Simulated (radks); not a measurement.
Spherical quantum dot in the effective-mass picture: electrons in a well V = -V0 / (1 + exp((r - R)/a)) with V0 = 13.5, R = 3.65, a = 0.19, all in effective atomic units (hartree* = m*/eps^2 hartree, bohr* = eps/m* bohr), one dielectric constant everywhere. Method: non-relativistic Kohn-Sham, PBE, spin-polarised, spherical densities; computed with a radial shooting solver with Libxc functionals. Levels are named by radial order and angular momentum (1s, 1p, 1d, 2s, ...), and open shells are averaged over m. Results are scaled to m* = 0.279 and eps = 17.7, for which hartree* = 24.23 meV and bohr* = 3.357 nm. Each electron was tried in the lowest free levels, single moves between levels near the top were tried too, and the lowest total energy was kept; such a search can miss a lower state. At N = 1 the Hartree and exchange-correlation terms need not cancel, so that row can carry a self-interaction error.

\begin{tabular}{lrrrrrr}
N & open shells & 2S & E (meV) & addition energy mu(N+1) - mu(N) (meV) & e(HOMO) (meV) & rms radius (nm) \\ \hline
1 & 1s(up 1, down 0) & 1 & -317.305 & 11.07 & -313.00 & 6.325 \\
2 & none & 0 & -623.542 & 17.22 & -302.00 & 6.621 \\
3 & 1p(up 1, down 0) & 1 & -912.555 & 8.452 & -284.85 & 7.068 \\
4 & 1p(up 2, down 0) & 2 & -1193.12 & 8.666 & -276.24 & 7.319 \\
5 & 1p(up 3, down 0) & 3 & -1465.01 & 11.11 & -267.54 & 7.497 \\
6 & 1p(up 3, down 1) & 2 & -1725.79 & 8.142 & -256.77 & 7.644 \\
7 & 1p(up 3, down 2) & 1 & -1978.43 & 8.356 & -248.48 & 7.763 \\
8 & none & 0 & -2222.71 & 18.40 & -240.08 & 7.864 \\
9 & 1d(up 1, down 0) & 1 & -2448.60 & 8.072 & -221.86 & 7.991 \\
10 & 1d(up 2, down 0) & 2 & -2666.41 & 8.111 & -213.76 & 8.098 \\
11 & 1d(up 3, down 0) & 3 & -2876.11 & 8.126 & -205.64 & 8.190 \\
12 & 1d(up 4, down 0) & 4 & -3077.68 & 8.128 & -197.51 & 8.271 \\
13 & 1d(up 5, down 0) & 5 & -3271.12 & 10.33 & -189.38 & 8.343 \\
14 & 1d(up 5, down 1) & 4 & -3454.24 & 7.878 & -179.19 & 8.411 \\
15 & 1d(up 5, down 2) & 3 & -3629.48 & 7.921 & -171.29 & 8.472 \\
16 & 1d(up 5, down 3) & 2 & -3796.80 & 7.942 & -163.35 & 8.528 \\
17 & 1d(up 5, down 4) & 1 & -3956.18 & 7.951 & -155.40 & 8.581 \\
18 & none & 0 & -4107.61 & 19.67 & -147.45 & 8.629 \\
19 & 1f(up 1, down 0) & 1 & -4239.36 & 7.761 & -127.87 & 8.686 \\
20 & 1f(up 2, down 0) & 2 & -4363.35 & 7.767 & -120.11 & 8.738 \\
21 & 1f(up 3, down 0) & 3 & -4479.58 & 7.768 & -112.34 & 8.787 \\
22 & 1f(up 4, down 0) & 4 & -4588.04 & 7.766 & -104.57 & 8.833 \\
23 & 1f(up 5, down 0) & 5 & -4688.73 & 7.762 & -96.810 & 8.876 \\
24 & 1f(up 6, down 0) & 6 & -4781.66 & 7.756 & -89.051 & 8.916 \\
25 & 1f(up 7, down 0) & 7 & -4866.83 & 9.781 & -81.299 & 8.955 \\
26 & 1f(up 7, down 1) & 6 & -4942.23 & 7.622 & -71.585 & 8.992 \\
27 & 1f(up 7, down 2) & 5 & -5010.00 & 7.630 & -63.958 & 9.027 \\
28 & 1f(up 7, down 3) & 4 & -5070.14 & 7.634 & -56.326 & 9.061 \\
29 & 1f(up 7, down 4) & 3 & -5122.65 & - & -48.692 & 9.093 \\
\end{tabular}

All shells are closed at N = 2, 8, 18 (there: 1s2 1p6 1d10); the second difference of the energy has clear peaks (12 % above both neighbours; the first and last values, which can be the largest, are not judged, and half-filled shells can peak too) at N = 2, 5, 8, 13, 18, 25.
